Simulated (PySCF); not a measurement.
Gas-phase reaction: Ge(OH)4 + 2 O = GeO2 + 2 H2O2

Method: PySCF energies plus ideal-gas RRHO corrections (1 bar). S°(298 K) at PBE0/def2-TZVP differs from the NASA 1993 table for H2O2 (-8 J/mol/K); whether the harmonic model or the table's entry is off was not settled. † marks an energy on the PBE0/def2-TZVP geometry and frequencies; other levels use their own. MP2 and CCSD(T) freeze the core. 6-31G* has spherical d functions here. Open shells (unrestricted): O (multiplicity 3, electronic degeneracy 9); the rest are closed-shell singlets. Spin-orbit splitting is ignored; it lowers the true energy and changes the entropy of O. B3LYP is the form with VWN-RPA correlation. Ge: all electrons, no relativistic terms. No R ln 2 is added for the mirror-image form of H2O2. Ge(OH)4, GeO2: computed as isolated molecules; such fragments, hydroxides, amides, oligomers or adducts are transient or little studied in the gas. MP2 isn't extrapolated to the basis-set limit; its ΔH°(298 K) is 197.5 kJ in def2-SVP and 150.5 kJ in def2-TZVPP. CCSD(T) isn't extrapolated to the basis-set limit; its ΔH°(298 K) is 232.5 kJ in def2-SVP and 205.3 kJ in def2-TZVPP. The harmonic model lacks anharmonicity and excited electronic states, which grow with temperature; levels with a mode under 35 cm⁻¹ are left out. Internal rotation in Ge(OH)4, H2O2 is treated as a harmonic vibration of one conformer, which makes the entropy rough. Warning, large T1 diagnostic: GeO2 (CCSD(T)/def2-TZVPP†).

```tsv
level	ΔE electronic, kJ	ΔH°(298 K), kJ	ΔS°(298 K), J/K	ΔG°(1400 K), kJ
B3LYP/6-31G*	117	124	27	119
CCSD(T)/def2-TZVPP†	197	205	22	209
HF/def2-TZVP†	722	730	22	734
MP2/def2-TZVPP†	143	151	22	154
PBE/def2-TZVP†	-2	6	22	9
PBE0/def2-QZVP†	157	165	22	168
PBE0/def2-SVP†	171	179	22	182
LDA/def2-TZVP†	-91	-83	22	-80
```
ΔH° is lowest at LDA/def2-TZVP† and highest at HF/def2-TZVP†. No reference value is set beside these.
